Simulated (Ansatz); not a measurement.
System: bromine monochloride, BrCl, net charge 0, singlet state. SMILES: BrCl
Structure (B3LYP-D3(BJ)/def2-TZVP (Ansatz, a quantum-chemistry and plane-wave program) minimum search):
```
Cl
Br 1 2.1653
```
Charge 0, spin multiplicity 1.

Quantity: atomisation energy, in kcal/mol. Terms: 6-31G* and kin with 6d, 5d where marked; atomisation electronic, to ground-state atoms; no spin-orbit coupling; LANL2DZ with its own core potentials from Na on; non-relativistic; open shells spin-unrestricted. Ab initio and DFT rows: single points at B3LYP-D3(BJ) geometries (Ansatz).

```tsv
level	program	atomisation energy (kcal/mol)
B3LYP/STO-3G	Ansatz	63.2
B3LYP/3-21G	Ansatz	33.1
B3LYP/LANL2DZ	Ansatz	25.1
B3LYP/6-31G	Ansatz	31.6
B3LYP/6-31G*	Ansatz	48.4
B3LYP/def2-SVP	Ansatz	49.5
B3LYP/6-31G* with LANL2DZ past Ar	Ansatz	35.8
B3LYP/def2-TZVPD	Ansatz	52.5
```

No value to compare with is used here. The 7 habitual levels span 25.1 (B3LYP/LANL2DZ) to 63.2 kcal/mol (B3LYP/STO-3G); B3LYP/def2-TZVPD gives 52.5.

The sets are all those run for this method; runs whose electronic state is in doubt are left out.
